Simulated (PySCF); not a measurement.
Computed spin Hamiltonian

C5H11NOSi (charge +1 and doublet state).
Geometry (GFN2-xTB, Å), atoms numbered from 1 in this order:
```
atom  x, y, z in Å
C1    -0.8734   -1.5920    0.4579
C2    -0.0999   -0.7327   -0.5470
C3    -0.9721    0.4045   -1.1031
C4    -1.0670    1.5395   -0.1017
Si5    0.7383    1.6040    0.6022
N6     1.0273   -0.0771    0.0650
C7     2.1202   -0.8214    0.3472
O8     2.3394   -1.9400   -0.0189
H9    -1.2490   -0.9850    1.2778
H10   -1.7073   -2.0833   -0.0347
H11   -0.2090   -2.3604    0.8500
H12    0.2830   -1.4037   -1.3282
H13   -1.9667    0.0101   -1.3222
H14   -0.5164    0.7643   -2.0274
H15   -1.3401    2.4816   -0.5699
H16   -1.7879    1.3337    0.6881
H17    0.8882    1.6974    2.0461
H18    1.5552    2.4342   -0.2827
H19    2.8275   -0.2644    0.9940
```

The hyperfine couplings belong to this conformer and change with its torsions.

As a line formula: `C[C@H]1CC[SiH2]N1C=[O+]` [radical] (charge +1).

Computed with UKS B3LYP, pcH-1 on C H N O Si, non-relativistic, mean-field spin-orbit, GIAO in PySCF. Isolated species at its GFN2-xTB geometry (one conformer only). Couplings are sensitive to structure, and on GFN2-xTB geometries they can be far from those on DFT ones, by a factor of two or more for some ions and for spin on atoms past the first row. The SCF solution wasn't tested for stability.

| Item | Value |
| --- | --- |
| g1, g2, g3 | 2.00286, 2.00533, 2.01501 |
| g_iso | 2.00774 |
| Form of g | rhombic: the two nearest values differ by 20 % of g3 − g1 |
| ⟨S²⟩ | 0.7668 (exact 0.7500) |
| α and β electrons | 35, 34 |
| Total energy | -616.35983 Eh |

Hyperfine couplings atom by atom, in mT; T1 to T3 are the principal values of the dipolar part (MHz turned into mT with g_iso):

| atom | isotope | a_iso | of which spin–orbit | T1 | T2 | T3 | Mulliken spin population |
| --- | --- | --- | --- | --- | --- | --- | --- |
| C1 | 13C | 1.06 | 0.00 | -0.36 | -0.35 | 0.71 | 0.09 |
| C2 | 13C | -0.70 | 0.00 | -0.33 | -0.23 | 0.56 | 0.01 |
| C3 | 13C | 0.21 | 0.00 | -0.15 | -0.13 | 0.27 | 0.02 |
| C4 | 13C | -0.02 | 0.00 | -0.11 | -0.06 | 0.17 | 0.02 |
| Si5 | 29Si | 1.03 | 0.00 | -0.22 | 0.07 | 0.14 | -0.02 |
| N6 | 14N | 0.73 | -0.01 | -0.90 | -0.89 | 1.79 | 0.53 |
| C7 | 13C | -1.38 | 0.00 | -0.79 | 0.26 | 0.53 | -0.13 |
| O8 | 17O | -0.76 | -0.06 | -3.94 | 1.85 | 2.09 | 0.34 |
| H9 | 1H | -0.18 | 0.00 | -0.19 | -0.04 | 0.23 | 0.00 |
| H10 | 1H | 0.22 | 0.00 | -0.18 | -0.06 | 0.23 | 0.00 |
| H11 | 1H | 0.10 | 0.00 | -0.23 | 0.10 | 0.13 | 0.00 |
| H12 | 1H | 2.81 | 0.00 | -0.28 | -0.04 | 0.33 | 0.03 |
| H13 | 1H | 0.66 | 0.00 | -0.11 | -0.02 | 0.13 | 0.01 |
| H14 | 1H | 0.43 | 0.00 | -0.12 | -0.01 | 0.13 | 0.01 |
| H15 | 1H | 0.10 | 0.00 | -0.08 | -0.04 | 0.11 | 0.00 |
| H16 | 1H | -0.08 | 0.00 | -0.06 | -0.05 | 0.10 | 0.00 |
| H17 | 1H | 0.93 | 0.00 | -0.09 | -0.03 | 0.13 | 0.01 |
| H18 | 1H | 4.27 | 0.00 | -0.10 | -0.03 | 0.13 | 0.06 |
| H19 | 1H | 2.09 | 0.00 | -0.23 | 0.00 | 0.23 | 0.02 |

The largest Mulliken spin populations are on N6 (+0.53), O8 (+0.34), C7 (-0.13) and C1 (+0.09). The angles at N6 add up to 359.3°, so it is planar.

O8, the radical centre as drawn in `C[C@H]1CC[SiH2]N1C=[O+]`, holds a spin population of +0.34 out of 1.

Under fast tumbling the dipolar parts average out, and these isotropic splittings remain (the largest six): 1 × 1H (H18, I = 1/2, 2 lines) with 4.27 mT, 1 × 1H (H12, I = 1/2, 2 lines) with 2.81 mT, 1 × 1H (H19, I = 1/2, 2 lines) with 2.09 mT, 1 × 1H (H17, I = 1/2, 2 lines) with 0.93 mT, 1 × 14N (N6, I = 1, 3 lines) with 0.73 mT and 1 × 1H (H13, I = 1/2, 2 lines) with 0.66 mT.

Class means assume fast exchange of nuclei equivalent by connectivity; if that motion is slow, each nucleus keeps its own coupling. The three 1H nuclei of mean +1.4 MHz run from -5.0 to 6.2 MHz in the frozen geometry.

The 17O coupling of O8 (-21.3 MHz) shows only in satellite lines or after enrichment, since that isotope makes up about 0.038 % of natural oxygen.

The 29Si coupling of Si5 (29.0 MHz) shows only in satellite lines or after enrichment, since that isotope makes up about 4.7 % of natural silicon.
